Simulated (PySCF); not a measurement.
Question: Write Cartesian coordinates for `Br[Te](Br)(Br)Br` as optimised with PBE0-D3(BJ)/def2-SVP.

Answer: 
```xyz
5
TeBr4 angstrom
Te    -0.2858   -0.5526   -0.0188
Br    -0.3720   -0.6126    2.6091
Br    -0.3036   -0.5890   -2.6490
Br     2.1811   -0.1459    0.0158
Br    -1.1448    1.7897   -0.0192
```

Any rigid rotation of these coordinates is as good. Atoms count from 1 in this order. Te1 (tellurium bonded to 4 Br) is seesaw-shaped (angles from 90.6° to 176.9°). The 4 Br–Te bonds span 2.495 Å (Te1–Br5) to 2.631 Å (Te1–Br3), a spread of 0.136 Å.

Bonds between heavy atoms (Å): Te1–Br2 2.630, Te1–Br3 2.631, Te1–Br4 2.500, Te1–Br5 2.495.

Theory: PBE0-D3(BJ)/def2-SVP geometry optimisation, gas phase, def2 core potentials past Kr in PySCF.

Point group: C2v (every atom within 0.08 Å of its image). No frequency check.

Time: 4.0 min of wall time; peak memory 0.90 GiB. Hardware: one thread of an Intel Xeon Platinum 8488C, shared host with 96 logical CPUs at a one-minute load of 67. These figures are those of the optimisation.
